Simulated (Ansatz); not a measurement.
Input for Ansatz (a program for electronic structure): U-CCSD(T)/aug-cc-pVDZ on BeH2O (SMILES [BeH][OH]), a point of a bond scan (R = 1.904 Å).

Ansatz 0.2 input:
```yaml
crystal:
  periodic: [false, false, false]
  atoms:
    - {symbol: Be, position_ang: [-0.78408142, -0.35296304, 0.02982263]}
    - {symbol: H, position_ang: [-1.99529587, -0.89492562, 0.07984893]}
    - {symbol: O, position_ang: [0.51114037, 0.18521819, -0.07360318]}
    - {symbol: H, position_ang: [1.57385679, 1.46484629, 0.85297520]}
basis:
  gaussian:
    orbitals: aug-cc-pVDZ
correlation: {method: ccsd_t, electrons: outside_noble_gas}
scf: {omitted_lower_state_checks: [cluster_reference]}
magnetization: {spin_polarized: true, initial_magnetization: 0}
```

The head of its log:

```
WARN ansatz: RAYON_NUM_THREADS=1 ignored (pool sized by the plan → 1); use --threads N
Functional definition: HF
these checks for a lower state are left out or cut short: cluster_reference
integrals: 0.05 GiB planned
595 factors; integrals over basis functions are off by at most 1.1e-3 eV
mean field: 0.11 GiB planned
mean field evaluation 1: about -2456.3763 eV, gradient 3.4e1 eV
mean field evaluation 2: about -2456.4051 eV, gradient 3.5e1 eV
mean field evaluation 4: about -2462.4889 eV, gradient 2.5e0 eV
mean field evaluation 8: about -2462.6244 eV, gradient 2.1e-1 eV
mean field evaluation 16: about -2463.0954 eV, gradient 3.0e0 eV
mean field evaluation 32: about -2464.6087 eV, gradient 4.0e-1 eV
mean field evaluation 64: about -2464.5636 eV, gradient 1.2e0 eV
mean field evaluation 96: about -2464.2906 eV, gradient 2.0e-2 eV
mean field -2464.62086818 eV, -90.5731463256 hartree, gradient 1.6e-6 eV, S^2 0.903167; 13 other end points of the search recorded, 0 dependent functions left out
2 core orbitals not correlated
reference -2464.62086818 eV, -90.5731463256 hartree; 5, 5 occupied and 57, 57 virtual orbitals, 595 factors
```

Q: Predict the final total energy.

A: -90.8185 hartree (reference determinant -90.5731, T1 diagnostic 0.098). Its determinant has ⟨S²⟩ = 0.90, a mixture of spin states.
